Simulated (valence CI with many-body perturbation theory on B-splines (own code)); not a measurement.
## Assign the levels of Ar³⁺

Calculated by relativistic CI+MBPT: five valence electrons over a frozen Dirac-Fock core [Ne], radial functions for each j: 9 s, 9 p, 8 d, 6 f, 3 g, 1 h, with the one-electron correlation potential Σ1, the two-electron term Σ2, the three-electron term Σ3, Breit, model QED; selected CI, second order for the rest, scaled by the run's own slope (own B-spline code, finite nucleus).

Against 38 measured levels this calculation errs by 159 cm⁻¹ on average and by 399 at most. These come from a selection out of Saloman, J. Phys. Chem. Ref. Data 39, 033101 (2010). Levels without a partner in it may be off by more. Among the levels kept, up to 1200 cm⁻¹ of a level comes from second order outside the variational space, and about a tenth of that is noise between levels of different J, which matters for small intervals.

| No. | J | Parity | E (cm⁻¹) | g |
| --- | --- | --- | --- | --- |
| 1 | 3/2 | odd | 0.0 | 2.001 |
| 2 | 3/2 | odd | 21274 | 0.804 |
| 3 | 5/2 | odd | 21399 | 1.200 |
| 4 | 1/2 | odd | 35117 | 0.666 |
| 5 | 3/2 | odd | 35293 | 1.330 |
| 6 | 5/2 | even | 117463 | 1.601 |
| 7 | 3/2 | even | 118412 | 1.735 |
| 8 | 1/2 | even | 118942 | 2.670 |
| 9 | 3/2 | even | 145940 | 0.800 |
| 10 | 5/2 | even | 146018 | 1.201 |
| 13 | 1/2 | even | 178118 | 1.996 |
| 14 | 3/2 | even | 180662 | 0.401 |
| 15 | 5/2 | even | 181015 | 1.030 |
| 16 | 7/2 | even | 181512 | 1.239 |

Energies count from the lowest level. Strongly mixed levels and levels close to another of their J and parity are left out, so the numbers can have gaps.

Give configuration and LS term of each level.

1: 3s2.3p3 4S°; 2: 3s2.3p3 2D°; 3: 3s2.3p3 2D°; 4: 3s2.3p3 2P°; 5: 3s2.3p3 2P°; 6: 3s.3p4 4P; 7: 3s.3p4 4P; 8: 3s.3p4 4P; 9: 3s.3p4 2D; 10: 3s.3p4 2D; 13: 3s.3p4 2S; 14: 3s2.3p2.3d 4F; 15: 3s2.3p2.3d 4F; 16: 3s2.3p2.3d 4F.
